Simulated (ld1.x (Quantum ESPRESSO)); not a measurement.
# iridium PAW: all-electron and pseudo phase curves

* Element: iridium (Ir)
* Generator: ld1.x (Quantum ESPRESSO) 7.5
* Type: PAW
* Functional: PBE
* Relativity: scalar-relativistic
* Frozen core: [Kr] 4d10 4f14
* Valence charge: 17
* Reference configuration: 5s2 5p6 5d7 6s1 6p0 (charge +1)
* Partial waves: 5s (bound): rcut 1.50, rcutus 1.75 bohr; 6s (bound): rcut 1.50, rcutus 1.75 bohr; 5p (bound): rcut 1.95, rcutus 2.05 bohr; 6p (bound, empty): rcut 1.95, rcutus 2.05 bohr; 5d (bound): rcut 1.90, rcutus 2.55 bohr; 5d channel at 0.75 Ry: rcut 1.90, rcutus 2.55 bohr
* Local potential: all-electron potential smoothed inside 2.20 bohr (lloc = -2)
* Core correction: Bessel-smoothed model core inside 1.35 bohr
* Augmentation charge: GAUSS, radius 1.70 bohr

The phase is arctan(r·u′/u) with u = r·R(r), unwrapped; energies in Ry, scanned from -10 to 5 Ry. A pole is an energy at which the radial function vanishes at the test radius. The pseudo phase is shifted by a multiple of π to meet the all-electron one at the reference energy, and phase errors are pseudo minus all-electron; the curves can meet again beyond the range given. Levels narrower than the energy grid can be missing from the lists of poles. n/a: not evaluated, since a narrow level or a reset projector energy made the automatic matching unsafe.

| channel | radius (bohr) | reference energy (Ry) | poles, all-electron | poles, pseudo | unbroken range about the reference energy with phases within 0.05 rad | phase error 1 Ry above the reference energy (rad) |
| --- | --- | --- | --- | --- | --- | --- |
| s | 2.75 | -1.00 | 0.65 | 0.65 | n/a | n/a |
| p | 2.75 | -0.53 | -4.60, 2.21 | -4.60, 2.19 | the whole range | -0.001 |
| d | 2.75 | -1.13 | -0.82, 4.87 | -0.82, 4.75 | the whole range | -0.000 |

Phases in the s channel:

```tsv
E (Ry)	all-electron	pseudo
-10.00	1.446	1.446
-9.52	1.442	1.442
-9.04	1.438	1.438
-8.56	1.433	1.433
-8.08	1.425	1.425
-7.60	-1.713	-1.713
-7.12	-1.723	-1.723
-6.64	-1.731	-1.731
-6.16	-1.739	-1.739
-5.68	-1.749	-1.749
-5.20	-1.761	-1.761
-4.72	-1.775	-1.775
-4.24	-1.794	-1.794
-3.76	-1.818	-1.818
-3.28	-1.851	-1.851
-2.80	-1.903	-1.902
-2.32	-1.991	-1.991
-1.84	-2.185	-2.185
-1.36	-2.807	-2.807
-0.88	-4.019	-4.019
-0.40	-4.460	-4.460
0.08	-4.617	-4.617
0.56	-4.700	-4.700
1.04	-4.758	-4.758
1.52	-4.806	-4.806
2.00	-4.855	-4.854
2.48	-4.913	-4.912
2.96	-4.995	-4.995
3.44	-5.142	-5.142
3.92	-5.492	-5.493
4.40	-6.452	-6.460
4.88	-7.245	-7.251
```
